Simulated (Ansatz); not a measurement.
One change: `C[CH2][InH][OH]` becomes `C[CH2][In]([OH])[Cl]`.

Ansatz, PBE0-D4/def2-TZVP geometries, multiplicity 1. Each molecule was computed in one conformer, which needn't be the lowest.

Elements past krypton have def2 core potentials.

| property | `C[CH2][InH][OH]` |
| --- | --- |
| HOMO energy (B3LYP/def2-TZVPP) / eV | -7.11 |
| HOMO–LUMO gap (PBE0/def2-TZVPP) / eV | 6.20 |
| LUMO energy (B3LYP/def2-TZVPP) / eV | -1.39 |
| zero-point energy (PBE0-D4/def2-TZVP) / kJ/mol | 219.1 |
| LUMO energy (ωB97M-V/def2-TZVPP) / eV | 0.27 |
| HOMO–LUMO gap (PBE/def2-TZVPP) / eV | 4.29 |

Task: Give the same properties after the change, and the shifts. (An estimate is asked.)

Result: Computed: 
| property | `C[CH2][In]([OH])[Cl]` | shift |
| --- | --- | --- |
| HOMO energy (B3LYP/def2-TZVPP) / eV | -7.67 | -0.56 |
| HOMO–LUMO gap (PBE0/def2-TZVPP) / eV | 6.61 | 0.41 |
| LUMO energy (B3LYP/def2-TZVPP) / eV | -1.60 | -0.21 |
| zero-point energy (PBE0-D4/def2-TZVP) / kJ/mol | 206.9 | -12.2 |
| LUMO energy (ωB97M-V/def2-TZVPP) / eV | 0.41 | 0.14 |
| HOMO–LUMO gap (PBE/def2-TZVPP) / eV | 4.50 | 0.21 |

With PBE0 the HOMO falls by 0.59 eV and the LUMO falls by 0.17 eV, so the gap widens by about 0.42 eV. PBE moves the HOMO by -0.55 eV and ωB97M-V by -0.56 eV.

B3LYP here is the variant with VWN-RPA as its local correlation; programs differ in this.
